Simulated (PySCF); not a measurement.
Species: C6H7OSe (charge +1).
Numbering: `[CH3:1][Se:2][c:3]1[cH:4][cH:5][o+:6][cH:7][cH:8]1` (hydrogens: H9, H10, H11 on C1; H12 on C4; H13 on C5; H14 on C7; H15 on C8)

Theory: PBE0-D3(BJ)/def2-SVP geometry optimisation, gas phase (PySCF).

Problem. What internal coordinates does the optimisation give?

Solution. 
| bond | length (Å) | order |
| --- | --- | --- |
| C1–Se2 | 1.933 | single |
| Se2–C3 | 1.841 | single |
| C3–C4, C3–C8 | 1.420 | aromatic |
| C4–C5, C7–C8 | 1.363 | aromatic |
| C5–O6, O6–C7 | 1.327 | aromatic |
| C1–H9, C1–H10, C1–H11 | 1.098 | single |
| C4–H12, C8–H15 | 1.091 | single |
| C5–H13, C7–H14 | 1.092 | single |

Bonds in one row agree within 0.01 Å and their mean is given. Orders are formal, as drawn. A selection of angles:
| angle | degrees |
| --- | --- |
| C1–Se2–C3 | 101.5 |
| Se2–C3–C4 | 118.2 |
| Se2–C3–C8 | 125.1 |
| C4–C3–C8 | 116.8 |
| C3–C4–C5 | 119.4 |
| C4–C5–O6 | 121.9 |
| C5–O6–C7 | 120.6 |

Dihedral angles: C1–Se2–C3–C4 180° (antiperiplanar).

The C–Se distances run from 1.841 Å (Se2–C3, drawn single) to 1.933 Å (C1–Se2, drawn single), a spread of 0.092 Å. The 6-membered ring C3–C4–C5–O6–C7–C8 has internal angles of 116.8° to 122.3° (sum 720°, against 720° for a flat polygon); it is planar, 0.00 Å rms from its mean plane, widest ring torsion 0°. The 8 heavy atoms lie in one plane (0.001 Å rms). The 4 C–C bonds span 1.362 Å (C4–C5, aromatic) to 1.421 Å (C3–C4, aromatic), a spread of 0.059 Å. C4 (aromatic CH carbon) is planar (angles 121.8°, 119.4° and 118.8°, sum 360.0°, 0.00 Å off the plane of its three neighbours). C5 (aromatic CH next to a ring oxygen) is planar (angles 125.4°, 121.9° and 112.7°, sum 360.0°, 0.00 Å off the plane of its three neighbours). C3 (substituted aromatic carbon) is planar (angles 125.1°, 118.2° and 116.8°, sum 360.0°, 0.00 Å off the plane of its three neighbours).

Point group: Cs (every atom within 0.08 Å of its image). PBE0-D3(BJ)/def2-SVP frequencies: not computed here.

One conformer stands for the species.
